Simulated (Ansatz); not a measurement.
Caution, from a PySCF single point (PBE0-D3(BJ)/def2-TZVP) at this geometry: the restricted solution is unstable towards spin-unrestricted or complex orbitals, so a lower solution exists and this singlet may not be the ground state. This singlet is an excited state, 0.67 eV above the relaxed triplet at the level B3LYP/cc-pVTZ // PBE0-D3(BJ)/def2-TZVP (Ansatz, a quantum-chemistry and plane-wave program).

A geometry relaxed with Ansatz with PBE0-D3(BJ)/def2-TZVP, charge 0, multiplicity 1:

```xyz
4

C      0.5358     0.0631     0.0014
H     -1.4556    -0.3964    -0.0070
C     -0.7727     0.4638     0.0050
N      1.6925    -0.1305     0.0006
```

**Question.** Write the SMILES of this molecule.

**Answer.** `[CH]C#N`
